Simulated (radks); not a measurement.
Results of a calculation; reference values are marked as such.
Polarisability of neutral krypton, [Kr], at imaginary frequency. Code: a radial shooting solver on a logarithmic mesh with Libxc functionals. Model: scalar-relativistic Kohn-Sham, LDA (Slater exchange, VWN5 correlation), spin-polarised, spherical densities, finite nucleus; Fermi nuclear charge, rms radius 4.1884 fm. Response by self-consistent Sternheimer equations with the Hartree and adiabatic LDA kernel, the relativistic mass of each level held fixed and spin-orbit coupling left out.

w (hartree),alpha1(iw) (bohr^3),alpha2(iw) (bohr^5)
0.00266,18.06,110.9
0.0143,18.05,110.8
0.0360,17.97,110.4
0.0697,17.73,109.2
0.118,17.14,106.2
0.186,15.98,100.1
0.280,14.09,89.87
0.413,11.48,75.18
0.605,8.494,57.43
0.892,5.604,39.23
1.35,3.254,23.35
2.12,1.649,11.69
3.59,0.7278,4.685
6.94,0.2697,1.380
17.5,0.06454,0.2368

Static values: alpha1 = 18.06 bohr^3 (2.677 angstrom^3; uncoupled 27.77), alpha2 = 110.9 bohr^5, alpha3 = 1512 bohr^7. C6 = 140.8, C8 = 4542, triple-dipole C9 = 1827 atomic units. One-pole (London) frequency 4 C6 / (3 alpha1^2) = 0.575 hartree, against 0.345 for minus the highest occupied eigenvalue. Recommended static value: 16.78 bohr^3 (Schwerdtfeger and Nagle, 2023 table).
